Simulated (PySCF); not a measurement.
A structure optimised at PBE0-D3(BJ)/def2-SVP, used in a PySCF frequency run:

```
N
H 1 1.0141
C 1 1.4445 2 114.18
H 3 1.1011 1 109.70 2 -174.76
H 3 1.1030 4 106.90 1 -121.13
H 3 1.1053 4 107.10 5 -115.34
Si 1 1.7071 2 118.03 3 165.65
F 7 1.6324 1 114.39 2 -85.78
H 7 1.4863 8 106.15 1 -118.85
H 7 1.4870 9 114.51 8 116.01
```
Charge 0, spin multiplicity 1.

Write its SMILES and formula.

CN[SiH2]F, CH₆FNSi

What are its rotational constants (standard atomic weights)?

12.935, 3.3208, 2.9741 GHz
